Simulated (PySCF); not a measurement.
# CdH₂: adding exact exchange

Base calculation in PySCF with density fitting and no spin–orbit coupling, PBE/def2-TZVP (scalar-relativistic core potentials): singlet, D∞h, Cd–H 1.683 Å (×2); wavenumbers 639 (×2), 1765, 1782 cm⁻¹; gap between the highest occupied and lowest empty levels 5.29 eV, polar-tensor charge of Cd 0.60 e, atomisation energy (no zero-point energy) 368 kJ/mol.

Task: What changes on going to PBE0/def2-TZVP (scalar-relativistic core potentials)?

Result: The point group stays the same. Changes: mean bond to Cd -0.005 Å, highest wavenumber +44 cm⁻¹, lowest wavenumber +3 cm⁻¹, gap between the highest occupied and lowest empty levels +1.80 eV, polar-tensor charge of Cd +0.06 e, atomisation energy (no zero-point energy) +7 kJ/mol. The new structure has Cd–H 1.678 Å (×2), with wavenumbers 642 (×2), 1806, 1826 cm⁻¹. Exact exchange shortens and stiffens the bonds and opens the gap, the usual pattern.

Each species is the lowest minimum found with this bonding; other isomers or fragments can lie lower.
